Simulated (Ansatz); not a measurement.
Z-matrix (Å, degrees):
```
Si
N 1 1.727
H 1 1.489 2 109.2
H 1 1.492 2 113.0 3 119.2
H 1 1.487 2 109.6 3 -120.4
Si 2 1.727 1 121.5 3 153.7
Sn 2 2.050 1 118.9 3 -35.2
H 6 1.487 2 109.7 1 -33.8
H 6 1.492 2 113.0 1 86.5
H 6 1.489 2 109.2 1 -154.3
H 7 1.707 2 108.8 1 -85.8
H 7 1.702 2 106.0 1 154.4
H 7 1.702 2 106.0 1 33.9
```

Charge 0, multiplicity 1. Sn: def2 effective core potential.

(1) List the B3LYP/def2-TZVPP orbital energies in eV (the Gaussian-basis code of Ansatz). (Estimate.)

Answers

(1) The calculation gave: Occupied: -1799.08, -1799.08, -389.03, -143.57, -143.57, -139.14, -98.90, -98.90, -98.88, -98.88, -98.87, -98.87, -94.01, -93.97, -93.96, -28.39, -28.27, -28.25, -28.14, -28.14, -22.25, -15.03, -14.75, -13.43, -10.67, -10.66, -10.40, -9.40, -9.22, -9.21, -8.93, -8.87, -7.20. Lowest empty: -0.91, -0.10, 0.26, 0.40, 0.71, 0.95, 1.36, 1.54.

B3LYP here is the variant with VWN-RPA as its local correlation; programs differ in this.
